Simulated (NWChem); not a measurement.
System: CH₄O₂Zn; SMILES C[O][Zn][OH]

```xyz
8

Zn    -0.0750     0.4190    -0.0126
O      0.2006     2.1734     0.1008
H      0.2321     2.5816    -0.7846
O     -0.5226    -1.3056     0.0352
C      0.4219    -2.3444     0.0104
H      1.1399    -2.3291     0.8691
H     -0.1157    -3.3196     0.0679
H      1.0372    -2.3793    -0.9242
```
Atoms are numbered in this order, from 1.

All runs: NWChem. Structure relaxed at the PBE-D3(BJ)/def2-SVP level. Level MN15/def2-SVP: energy and gradient on several grids; changes count from the extra-fine grid, which is no exact limit either.

### Question
Which is the coarsest grid (xcoarse; fine; xfine; coarse; medium) from which on the energy stays within 100 μHa and each gradient component within 200 μHa/bohr of xfine?

### Answer
medium.
```tsv
grid	size of the energy change (μHa)	largest change of a gradient component (μHa/bohr)	time, medium = 1 (rough)
xcoarse	50000	2000	about 1
coarse	2000	300	about 1
medium	20	30	about 1
fine	< 10	< 30	about 1
xfine	< 10	< 30	2
```
